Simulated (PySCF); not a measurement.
Two species compared at the same levels of theory.

First species: C3H10N2Si.
SMILES: `C=CC[SiH](N)N`

Second species: C5H9N3.
Atom-mapped SMILES: `[CH3:1][CH2:2][CH2:3][n:4]1[n:5][cH:6][cH:7][n:8]1` (hydrogens: H9, H10, H11 on C1; H12, H13 on C2; H14, H15 on C3; H16 on C6; H17 on C7)

Levels: wB97X-D/def2-SVPD for dipole moment, HOMO energy, LUMO energy, HOMO–LUMO gap, static isotropic polarisability and electronic spatial extent ⟨r²⟩ about the centre of nuclear charge; TDDFT wB97X-D/def2-SVPD for lowest singlet excitation; TDA wB97X-D/def2-SVPD for lowest triplet excitation (Tamm–Dancoff); GFN2-xTB for rotational constant A and rotational constant C. Geometries: GFN2-xTB. All species are isolated and taken at one optimised geometry, non-relativistic unless stated; the electronic structure was computed with PySCF and density fitting.

Dipoles, sizes and rotational constants follow the conformer. The torsions of the flexible species, by atom-mapped SMILES:
- `[CH2:1]=[CH:2][CH2:3][SiH:4]([NH2:5])[NH2:6]`: C1–C2–C3–Si4 102°, C2–C3–Si4–N5 167°, H–N5–Si4–C3 52°, H–N5–Si4–C3 -174°, H–N6–Si4–C3 78°, H–N6–Si4–C3 -58°
- `[CH3:1][CH2:2][CH2:3][n:4]1[n:5][cH:6][cH:7][n:8]1`: C1–C2–C3–N4 66°, C2–C3–N4–N5 77°

Task: Which of the two has the higher T1 energy, and by how much?

Result: The second: 5.06 eV against 4.44 eV, a difference of 0.62 eV.

Task: Which has the higher LUMO energy?

Result: The first: 2.05 eV against 1.68 eV, a difference of 0.37 eV.

Task: Which of the two has the higher rotational constant A, and by how much?

Result: The first: 5.278 GHz against 4.553 GHz, a difference of 0.725 GHz.

Task: Which of the two has the higher static isotropic polarisability, and by how much?

Result: The first: 79.5 au against 77.3 au, a difference of 2.2 au.

Task: Which has the higher dipole moment?

Result: The first: 0.79 D against 0.57 D, a difference of 0.22 D.

Task: Which has the higher HOMO–LUMO gap?

Result: The second: 11.09 eV against 10.68 eV, a difference of 0.41 eV.

Task: Which has the higher HOMO energy?

Result: The first: -8.63 eV against -9.41 eV, a difference of 0.78 eV.

Task: Which of the two has the higher rotational constant C, and by how much?

Result: The second: 1.370 GHz against 1.349 GHz, a difference of 0.021 GHz.

On the first: The 8 singlets span 6.53 to 7.95 eV, and their oscillator strengths add up to 0.56.

On the second: The vertical singlet–triplet gap S1 − T1 is 1.43 eV (TDDFT singlet less Tamm–Dancoff triplet; S1: HOMO−2→LUMO, weight 0.95; T1: HOMO→LUMO, weight 0.93). The dipole matches unit charges of opposite sign 0.12 Å apart (1 e·Å = 4.8032 D).
